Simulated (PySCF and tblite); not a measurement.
Values are calculated unless marked as measured or tabulated.
System: C₆H₇NSe, numbered as in [CH3:1]/[CH:2]=[CH:3]\[Se:4]/[CH:5]=[CH:6]\[C:7]#[N:8].

The path came from a restrained scan, a climbing-image band and a saddle search at GFN2-xTB; energies are CAM-B3LYP/pcSseg-1 + D3(BJ)//GFN2-xTB, thermal terms GFN2-xTB. Rates follow Eyring's equation with the number of equivalent paths and no tunnelling. Run with tblite and PySCF.

Spin–orbit effects of heavy atoms on shieldings are missing.

(1) How high is the barrier to the rotation about the C5–Se4 bond (torsion C6–C5–Se4–C3 from -180° to -17°, rising), through which structure does it pass, and what rate follows at 298 K?

## Answers

(1) The electronic barrier is 4.6 kcal/mol and ΔG‡(298 K) 4.8 kcal/mol, over a C1 saddle with an imaginary mode of 70i cm⁻¹ (GFN2-xTB). With 2 equivalent paths, k is 3.8×10⁹ s⁻¹, a mean lifetime of the start of 260 ps against this motion. The end lies 1.3 kcal/mol above the start in free energy.
